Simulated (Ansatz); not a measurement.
```xyz
10

C     1.920   -1.117   -0.120
C     0.629   -0.835   -0.157
F    -0.229   -1.476    0.652
S    -0.130    0.299   -1.259
Si   -1.538    1.226    0.077
H     2.287   -1.897    0.534
H     2.612   -0.577   -0.748
H    -2.068    2.358   -0.720
H    -0.845    1.712    1.295
H    -2.638    0.306    0.448
```

Charge 0, multiplicity 1.

Question: List the PBE0/def2-TZVPP orbital energies in eV (Ansatz). (Estimate.)

Answer: The calculation gave: Occupied: -2422.79, -1803.28, -674.77, -281.50, -278.36, -218.14, -161.98, -161.89, -161.78, -145.58, -100.28, -100.22, -100.21, -34.75, -22.86, -20.48, -16.95, -15.50, -14.08, -13.92, -13.62, -11.81, -10.87, -10.41, -10.11, -9.60, -8.46, -7.04. Lowest empty: -0.30, 0.06, 0.47, 1.07, 1.57, 1.82, 2.40, 2.78.
